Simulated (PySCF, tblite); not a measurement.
Species: C₇H₁₃NOSi.
Geometry (GFN2-xTB, Å), atoms numbered from 1 in this order:
```xyz
23
C7H13NOSi angstrom
C      2.4168   -1.0578    1.4173
C      2.7234    0.2591    0.7982
C      1.8444    0.9665    0.0730
C      2.2309    2.2148   -0.4765
N      2.5428    3.2248   -0.9212
O      0.5848    0.5283   -0.1578
Si    -0.6379    1.2112   -1.0005
C     -2.0231   -0.0786   -0.8078
C     -2.4297   -0.2670    0.6524
C     -1.6424   -1.4221   -1.4270
H      3.1000   -1.8186    1.0404
H      1.3951   -1.3536    1.1963
H      2.5491   -1.0046    2.4977
H      3.7134    0.6649    0.9449
H     -0.2443    1.3885   -2.3992
H     -0.9989    2.4990   -0.4053
H     -2.8927    0.3049   -1.3501
H     -1.5874   -0.6277    1.2390
H     -3.2368   -0.9942    0.7356
H     -2.7707    0.6718    1.0831
H     -1.4155   -1.3099   -2.4848
H     -2.4590   -2.1365   -1.3272
H     -0.7672   -1.8361   -0.9307
```

The calculation used PBE0/pcSseg-1 in PySCF (dipole) on a GFN2-xTB geometry, gas phase.

Take the most abundant isotopes and a rigid rotor. The values belong to one conformer with, in the numbering `[CH3:1]/[CH:2]=[C:3](/[C:4]#[N:5])[O:6][SiH2:7][CH:8]([CH3:9])[CH3:10]`, C2–C3–O6–Si7 180°, C3–O6–Si7–C8 180°, O6–Si7–C8–C9 62°.

(1) Give the principal moments of inertia and the rotational constants in cm⁻¹.

(2) Classify the top.

(3) Is it planar, by Δ = Ic − Ia − Ib?

(4) Which types of transition are allowed, and where do some lines up to J = 4 fall?

## Answers

(1) Ia = 326.37, Ib = 706.66, Ic = 917.02 u·Å²; 505379 MHz·u·Å²/I gives 1548, 715.2 and 551.1 MHz, that is A = 0.05165, B = 0.02386, C = 0.01838 cm⁻¹.

(2) An asymmetric top: κ = (2 × 715.2 − 1548 − 551.1)/(1548 − 551.1) = -0.67.

(3) Not planar: Δ = Ic − Ia − Ib = -116.02 u·Å². For a rigid frame Δ = −2 Σ m c², so Σ m c² = 58.01 u·Å² lies off the ab plane: 20.34 from hydrogen and 37.67 from heavier atoms. The atom farthest from that plane is 2.15 Å away.

(4) The dipole components are |μa| = 2.21 D, |μb| = 3.04 D, |μc| = 0.00 D; the mirror of this Cs structure is the ab plane, so μc vanishes by symmetry and there are no c-type lines. The squared components, which scale the intensities, stand as 0.53 : 1.00 (a : b). Some lines, for components of 0.1 D or more:

```csv
type,branch,"J(Ka,Kc)",MHz,lower level (cm⁻¹)
b,Q,"1(1,0) ← 1(0,1)",997,0.042
b,Q,"3(1,2) ← 3(0,3)",1500,0.250
b,Q,"4(2,2) ← 4(1,3)",2279,0.478
a,R,"2(1,1) ← 1(1,0)",2697,0.076
b,R,"3(0,3) ← 2(1,2)",3022,0.149
b,Q,"3(2,2) ← 3(1,3)",3251,0.267
a,R,"3(0,3) ← 2(0,2)",3714,0.126
a,R,"3(2,1) ← 2(2,0)",3884,0.250
b,R,"3(1,3) ← 2(0,2)",4231,0.126
b,R,"4(0,4) ← 3(1,3)",4349,0.267
b,Q,"4(3,1) ← 4(2,2)",4352,0.554
b,Q,"3(3,0) ← 3(2,1)",4484,0.379
a,R,"4(1,3) ← 3(1,2)",5343,0.300
b,R,"4(3,1) ← 3(2,2)",9706,0.376
```

Its GFN2-xTB frequencies are all real (lowest 18 cm⁻¹). Zero-point vibration and centrifugal distortion are left out. A rigid rotor knows nothing of internal rotation, which can split or shift real lines. Quadrupole hyperfine structure (14N) is left out.
